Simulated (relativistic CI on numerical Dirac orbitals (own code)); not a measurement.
Spin-allowed bands of a d2 ion in an octahedral site, by hand

Problem. Take Δ = 29700 cm⁻¹ and B = 610 cm⁻¹ for a d2 ion in an octahedral site. Calculate the three spin-allowed bands.

Working.
1. The terms of highest spin are 3F (energy 0) and 3P (15B = 9150 cm⁻¹). Here the F term splits into A2 at +1.2Δ = 35640, T2 at +0.2Δ = 5940 and T1 at −0.6Δ = -17820 cm⁻¹.
2. The two T1 states mix through the element 0.4Δ: H = [[-17820, 11880], [11880, 9150]], with roots ½(H₁₁ + H₂₂) ∓ ½√[(H₂₂ − H₁₁)² + 4H₁₂²] = ½(-8670) ∓ ½(35943) = -22307 and 13637 cm⁻¹.
3. The ground term is 3T1 at -22307 cm⁻¹.
4. Bands: 3T2 28247 cm⁻¹ (354 nm), 3T1(P) 35943 cm⁻¹ (278 nm), 3A2 57947 cm⁻¹ (173 nm).

Check. Exact diagonalisation of the whole d2 shell with these parameters gives 3T2 28247, 3T1 35943, 3A2 57947 cm⁻¹. The match is exact, since without spin-orbit coupling no other term has this spin. The ratio of the second band to the first, 1.272, depends on Δ/B = 48.7 alone, which is how a Tanabe-Sugano diagram is read.
